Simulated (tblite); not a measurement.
C₅H₁₁Si, doublet, at a GFN2-xTB geometry; IPEA1-xTB run with tblite 0.6.0.

Input for tblite:
```
$ tblite run mol.xyz --method ipea1 --charge 0 --spin 1 --json tblite.json --no-restart

# file mol.xyz
17

C      2.06786214     1.74813003    -0.40400846
C      0.94744866     1.17771277    -0.10424235
Si    -0.26267662    -0.19972994     0.05641011
C     -0.70919004    -0.37488162     1.90150174
C     -1.80525477     0.25556010    -0.96722848
C      0.42809799    -1.87456898    -0.57640950
H      2.24392170     2.80739708    -0.24657127
H      2.92197778     1.22572443    -0.83410363
H     -1.43197317    -1.17002222     2.05988663
H     -1.13933223     0.54240514     2.29074624
H      0.16790572    -0.60475005     2.49848666
H     -2.25043938     1.18136668    -0.61700064
H     -1.55643430     0.38754955    -2.01566091
H     -2.56445753    -0.51865903    -0.90469755
H      1.31483648    -2.16476627    -0.02132360
H     -0.30374718    -2.67051690    -0.47201190
H      0.70143109    -1.81122300    -1.62516930
```

What the program printed (banner, timings and long lists left out):

```
xTB calculator
 | screened Coulomb repulsion
 | Coulomb electrostatics
 |  * isotropic Klopman-Ohno-Mataga-Nishimoto electrostatics
 |  * onsite third-order electrostatics
 | DFT-D3(BJ) dispersion correction

halogen bonding energy    0.0000000000000E+00 Eh
repulsion energy          4.1556309221139E-01 Eh
dispersion energy        -6.6442016953111E-03 Eh
number of electrons       3.5000000000000E+01 e
integral cutoff           4.0000000000000E+01 bohr

------------------------------------------------------------
  cycle        total energy    energy error   density error
------------------------------------------------------------
      1     -19.96652485483  -2.0375444E+01   5.3198769E-01
      2     -19.99861483014  -3.2089975E-02   2.8846793E-01
      3     -19.88727725610   1.1133757E-01   1.6873299E-01
      4     -19.99946428421  -1.1218703E-01   5.3753726E-02
      5     -20.02304365986  -2.3579376E-02   4.5650874E-03
      6     -20.02318475537  -1.4109550E-04   6.0175851E-04
      7     -20.02318634771  -1.5923431E-06   3.3579185E-04
      8     -20.02318664210  -2.9438749E-07   9.0906164E-05
      9     -20.02318667394  -3.1836851E-08   2.9114609E-05
     10     -20.02318667411  -1.7471891E-10   1.6027538E-05
------------------------------------------------------------

electronic energy        -2.0432105564626E+01 Eh
total energy             -2.0023186674110E+01 Eh

Post processing:
 | Mayer-Wiberg bond orders

[Info] JSON dump of results written to 'tblite.json'
```
